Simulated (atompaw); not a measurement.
Pseudopotential generation for bromine (Br): PAW (atompaw), PBE, scalar-relativistic.

```json
{
  "Element": "bromine",
  "Generator": "atompaw 4.2.0.5",
  "Type": "PAW",
  "Functional": "PBE",
  "Relativity": "scalar-relativistic",
  "Frozen core": "[Ar]",
  "Valence charge": "17",
  "Reference configuration": "3d10 4s1.75 4p5.25",
  "Partial waves": "4s (bound): rc 1.70 bohr; 4s channel at 1.35 Ry: rc 1.55 bohr; 4p (bound): rc 1.70 bohr; 4p channel at 2.3 Ry: rc 1.70 bohr; 3d (bound): rc 1.10 bohr; 3d channel at -4.1 Ry: rc 1.10 bohr",
  "Local potential": "troulliermartins scheme with l = 3 at -0.5 Ry, radius 1.20 bohr",
  "Core correction": "smooth core density matched at 0.90 bohr",
  "Augmentation charge": "besselshape compensation charge, radius 1.45 bohr; PAW radius 1.70 bohr; waves and projectors: custom rrkj gramschmidtortho"
}
```

All-electron outer shells of the reference configuration (PBE, scalar-relativistic, ld1.x):

| shell | level (eV) | outermost node (bohr) | outermost maximum (bohr) |
| --- | --- | --- | --- |
| 3s | -238.48 | 0.23 | 0.48 |
| 3p | -173.89 | 0.21 | 0.48 |
| 3d | -67.11 | – | 0.43 |
| 4s | -20.34 | 0.67 | 1.41 |
| 4p | -8.01 | 0.70 | 1.66 |

Q: Does the generator finish with these settings?

A: Yes, a potential is produced.

Q: Estimate the cutoffs (Ry, on a coarse ladder) from which the occupation-weighted sum of valence levels, in a spherical-Bessel basis at the reference potential, stays within 10 and 1 mRy of its value at 400 Ry.

A: 140 Ry and 200 Ry.

Q: Does the potential have ghost states?

A: Ghost state, extra bound levels that the all-electron valence spectrum of the same l lacks: s at -108.8 eV. A true bound ghost makes a file unfit for plane-wave use.

Q: Is the overlap operator S = 1 + Σ q|β⟩⟨β| positive definite (Bessel basis up to 400 Ry)?

A: Yes: its lowest eigenvalue is 0.33 (s channel).

Q: Which valence shell sets the plane-wave cutoff?

A: 3d: its level needs 140 Ry to come within 1 mRy, against 18 Ry for 4p.
